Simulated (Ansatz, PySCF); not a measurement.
C2H9BN2O, SMILES CCNB(N)O. Atoms are numbered in the order given.

```xyz
15

C     -2.1651    -0.8427    -0.3882
C     -1.3111     0.3411    -0.8275
N     -0.3459     0.7712     0.1518
B      0.9432     0.1837     0.3475
N      1.4236    -0.8588    -0.4846
O      1.7865     0.6151     1.3536
H     -1.5295    -1.7090    -0.1478
H     -2.7426    -0.5956     0.5168
H     -2.8779    -1.1419    -1.1734
H     -0.7741     0.0846    -1.7572
H     -1.9659     1.1872    -1.1005
H     -0.7278     1.3642     0.8773
H      2.3638    -1.2096    -0.3800
H      0.8895    -1.3040    -1.2134
H      1.4516     1.3865     1.8150
```

Coordinates come from a PBE0-D3(BJ)/def2-SVP optimisation. This is a generated structure with no PubChem entry under its InChIKey; it may be hypothetical. Other conformers were not sampled.

Two levels are set side by side: PBE-D3(BJ)/def2-SVP (Ansatz, a program for electronic structure) and PBE0-D3(BJ)/def2-SVP (Ansatz). Each level has its own optimised geometry; the coordinates shown are those of the second. Frequencies come from the Hessian of PySCF at each geometry. Differences are taken from unrounded values.

```json
[
 {"quantity": "mean bond length (Å)", "PBE0-D3(BJ)": "1.192", "PBE-D3(BJ)": "1.202", "PBE-D3(BJ) minus PBE0-D3(BJ)": "0.009"},
 {"quantity": "bond C1–C2 (Å)", "PBE0-D3(BJ)": "1.524", "PBE-D3(BJ)": "1.535", "PBE-D3(BJ) minus PBE0-D3(BJ)": "0.010"},
 {"quantity": "bond C2–N3 (Å)", "PBE0-D3(BJ)": "1.441", "PBE-D3(BJ)": "1.450", "PBE-D3(BJ) minus PBE0-D3(BJ)": "0.009"},
 {"quantity": "bond N3–B4 (Å)", "PBE0-D3(BJ)": "1.430", "PBE-D3(BJ)": "1.440", "PBE-D3(BJ) minus PBE0-D3(BJ)": "0.010"},
 {"quantity": "bond B4–N5 (Å)", "PBE0-D3(BJ)": "1.418", "PBE-D3(BJ)": "1.426", "PBE-D3(BJ) minus PBE0-D3(BJ)": "0.008"},
 {"quantity": "bond B4–O6 (Å)", "PBE0-D3(BJ)": "1.382", "PBE-D3(BJ)": "1.394", "PBE-D3(BJ) minus PBE0-D3(BJ)": "0.012"},
 {"quantity": "bond C1–H7 (Å)", "PBE0-D3(BJ)": "1.101", "PBE-D3(BJ)": "1.109", "PBE-D3(BJ) minus PBE0-D3(BJ)": "0.008"},
 {"quantity": "bond C1–H8 (Å)", "PBE0-D3(BJ)": "1.102", "PBE-D3(BJ)": "1.110", "PBE-D3(BJ) minus PBE0-D3(BJ)": "0.008"},
 {"quantity": "bond C1–H9 (Å)", "PBE0-D3(BJ)": "1.102", "PBE-D3(BJ)": "1.110", "PBE-D3(BJ) minus PBE0-D3(BJ)": "0.008"},
 {"quantity": "bond C2–H10 (Å)", "PBE0-D3(BJ)": "1.104", "PBE-D3(BJ)": "1.112", "PBE-D3(BJ) minus PBE0-D3(BJ)": "0.009"},
 {"quantity": "bond C2–H11 (Å)", "PBE0-D3(BJ)": "1.104", "PBE-D3(BJ)": "1.113", "PBE-D3(BJ) minus PBE0-D3(BJ)": "0.009"},
 {"quantity": "bond N3–H12 (Å)", "PBE0-D3(BJ)": "1.012", "PBE-D3(BJ)": "1.021", "PBE-D3(BJ) minus PBE0-D3(BJ)": "0.009"},
 {"quantity": "bond N5–H13 (Å)", "PBE0-D3(BJ)": "1.009", "PBE-D3(BJ)": "1.017", "PBE-D3(BJ) minus PBE0-D3(BJ)": "0.008"},
 {"quantity": "bond N5–H14 (Å)", "PBE0-D3(BJ)": "1.007", "PBE-D3(BJ)": "1.016", "PBE-D3(BJ) minus PBE0-D3(BJ)": "0.008"},
 {"quantity": "bond O6–H15 (Å)", "PBE0-D3(BJ)": "0.959", "PBE-D3(BJ)": "0.971", "PBE-D3(BJ) minus PBE0-D3(BJ)": "0.012"},
 {"quantity": "highest harmonic wavenumber (cm⁻¹)", "PBE0-D3(BJ)": "3954", "PBE-D3(BJ)": "3781", "PBE-D3(BJ) minus PBE0-D3(BJ)": "-173"},
 {"quantity": "mean harmonic wavenumber (cm⁻¹)", "PBE0-D3(BJ)": "1456", "PBE-D3(BJ)": "1407", "PBE-D3(BJ) minus PBE0-D3(BJ)": "-49"},
 {"quantity": "zero-point energy (kcal/mol)", "PBE0-D3(BJ)": "81.19", "PBE-D3(BJ)": "78.45", "PBE-D3(BJ) minus PBE0-D3(BJ)": "-2.74"}
]
```

Exact exchange shortens and stiffens bonds; PBE has none. Differences between two approximate levels are no errors against the true value.
